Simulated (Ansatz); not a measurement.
`[OH][GeH2][SiH2][SiH3]` + `[SiH3]P` → `[SiH3]P[SiH3]` + `[OH][GeH2][SiH3]` at 500 K and 1 bar (cleavage of the Si–Si bond).

Isolated molecules relaxed with PBE0-D4/def2-TZVP in Ansatz; ΔE leaves out vibrations. CCSD(T)/CBS is the MP2 limit (def2-TZVPP, def2-QZVPP) plus CCSD(T) − MP2 in def2-TZVPP, frozen cores. This one scheme is used for every species. For Ge outer-core shells are correlated without core-valence functions, which leaves a few kJ/mol of doubt a bond. Scalar relativity is left out up to krypton. Each species was taken in one conformer, which may not be the lowest.

```tsv
species	CCSD(T)/CBS energy (Eh)	H − E (kJ/mol)	S (J/(mol·K))
`[OH][GeH2][SiH2][SiH3]`	-2734.26561	246.3	484.2
`[SiH3]P`	-633.00997	141.7	322.6
`[SiH3]P[SiH3]`	-923.30091	202.5	406.7
`[OH][GeH2][SiH3]`	-2443.98216	185.2	396.1
```

H − E and S are ideal-gas, rigid-rotor, harmonic terms from PBE0-D4/def2-TZVP, for one conformer and one mirror image of each species. 1 Eh = 2625.50 kJ/mol, R = 8.31446 J/(mol·K).

By hand: ΔE, ΔH, ΔS and ΔG.

ΔE = (-923.30091) + (-2443.98216) − (-2734.26561) − (-633.00997) = -0.00749 Eh = -19.7 kJ/mol. Δ(H − E) = 202.5 + 185.2 − 246.3 − 141.7 = -0.3, so ΔH = -20.0 kJ/mol. ΔS = 406.7 + 396.1 − 484.2 − 322.6 = -4.0 J/(mol·K). ΔG = -20.0 − 500 × (-4.0)/1000 = -18.0 kJ/mol.

By hand: the equilibrium constant, and the temperature at which ΔG would vanish if ΔH and ΔS stayed fixed.

log₁₀ K = −ΔG/(RT ln 10) = 1.9. ΔG = 0 at ΔH/ΔS = 5000 K, far beyond where these terms or the molecules hold.

The number of gas molecules stays the same, so ΔS is small and ΔH decides. A doubt of 5 kJ/mol in ΔE shifts log₁₀ K by 0.5 here. Other conformers and mirror images would add mixing entropy, several J/(mol·K) or more a flexible species. Modes under 60 cm⁻¹, often nearly free rotors, make the harmonic entropy too high. These are equilibria of isolated gas molecules and say nothing of rates. Largest T1 diagnostic: 0.013 (customary marks: 0.02 for closed shells, 0.045 for open ones).
